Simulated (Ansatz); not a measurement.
`C[S][Al]([F])[F]` + `C[CH2][MgH]` → `C[S][AlH][F]` + `C[CH2][Mg][F]` at 700 K and 1 bar (redistribution).

Isolated molecules relaxed with PBE0-D4/def2-TZVP in Ansatz; ΔE leaves out vibrations. CCSD(T)/CBS adds triple-zeta CCSD(T) − MP2 to the extrapolated MP2 energy (def2 sets, frozen cores). This one scheme is used for every species. For Mg outer-core shells are correlated without core-valence functions, which leaves a few kJ/mol of doubt a bond. One conformer a species, not always the lowest.

| species | CCSD(T)/CBS energy (Eh) | H − E (kJ/mol) | S (J/(mol·K)) |
| --- | --- | --- | --- |
| `C[S][Al]([F])[F]` | -879.43566 | 186.9 | 461.4 |
| `C[CH2][MgH]` | -279.57780 | 240.1 | 386.7 |
| `C[S][AlH][F]` | -780.15488 | 192.6 | 427.7 |
| `C[CH2][Mg][F]` | -378.86278 | 236.7 | 416.7 |

H − E and S are ideal-gas, rigid-rotor, harmonic terms from PBE0-D4/def2-TZVP, for one conformer and one mirror image of each species. 1 Eh = 2625.50 kJ/mol, R = 8.31446 J/(mol·K).

Question: By hand: ΔE, ΔH, ΔS and ΔG.

Answer: ΔE = (-780.15488) + (-378.86278) − (-879.43566) − (-279.57780) = -0.00420 Eh = -11.0 kJ/mol. Δ(H − E) = 192.6 + 236.7 − 186.9 − 240.1 = 2.3, so ΔH = -8.7 kJ/mol. ΔS = 427.7 + 416.7 − 461.4 − 386.7 = -3.7 J/(mol·K). ΔG = -8.7 − 700 × (-3.7)/1000 = -6.1 kJ/mol.

Question: By hand: the equilibrium constant, and the temperature at which ΔG would vanish if ΔH and ΔS stayed fixed.

Answer: log₁₀ K = −ΔG/(RT ln 10) = 0.5. ΔG = 0 at ΔH/ΔS = 2351 K, though so small a ΔH makes that figure unsure.

The number of gas molecules stays the same, so ΔS is small and ΔH decides. A doubt of 5 kJ/mol in ΔE shifts log₁₀ K by 0.4 here. Other conformers and mirror images would add mixing entropy, several J/(mol·K) or more a flexible species. Modes under 60 cm⁻¹, often nearly free rotors, make the harmonic entropy too high. These are equilibria of isolated gas molecules and say nothing of rates. Largest T1 diagnostic: 0.012 (customary marks: 0.02 for closed shells, 0.045 for open ones).
